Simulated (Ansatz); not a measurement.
A structure relaxed at r2SCAN-D4/def2-TZVP in Ansatz, charge 0, doublet:

```xyz
3

Cu   -0.003    0.003   -0.001
O    -1.053    1.218   -0.550
O     1.056   -1.221    0.551
```

Problem. Give its formula and point group.

Solution. CuO2. Point group D∞h (tolerance 0.1 Å).

Problem. Summarise the bond lengths by kind (pairs closer than 1.2 times the sum of covalent radii, bridged metal pairs left out).

Solution. 2 × Cu–O 1.70 to 1.71 Å. The metal has 2 neighbours: O 1.70 Å, O 1.71 Å.

The charge 0 doublet is spin-contaminated (final ⟨S²⟩ up to 1.65, 0.75 for a pure state). Another isomer (doublet) lies 0.83 eV lower at PBE0-D4/def2-TZVP; other spin states weren't run for this one.
